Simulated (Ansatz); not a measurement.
`C#CC[SiH](F)Cl` + H₂ → `C#CC[SiH2]F` + HCl  (hydrogenolysis of the Si–Cl bond)

Isolated molecules relaxed with PBE0-D4/def2-TZVP in Ansatz; ΔE leaves out vibrations. CBS: MP2 limit from def2 TZ/QZ plus the TZ coupled-cluster correction, frozen cores. This one scheme is used for every species. Functionals use def2-TZVPP. B3LYP here is the variant with VWN-RPA as its local correlation; programs differ in this. Each species was taken in one conformer, which may not be the lowest.

CCSD(T)/CBS gives +87.8 kJ/mol.

(1) Another level gave +77.9 kJ/mol. Which?
A. ωB97M-V/def2-TZVPP
B. B3LYP/def2-TZVPP
C. PBE0/def2-TZVPP
D. r2SCAN-D4/def2-TZVPP

Largest T1 diagnostic among the species: 0.012.

Results:

(1) B. B3LYP 77.9, PBE0 82.2, ωB97M-V 89.4, r2SCAN-D4 93.8 kJ/mol.

In def2-TZVPP, CCSD(T) changes the Hartree–Fock value by +11.2 kJ/mol (the triples alone add +3.9 kJ/mol) and MP2 by +20.8 kJ/mol. The D4 term adds +9.3 kJ/mol with B3LYP and +5.1 kJ/mol with PBE0; it sums over pairs of atoms, weighted by their polarisabilities, and B3LYP, whose exchange is more repulsive, gets the larger term.
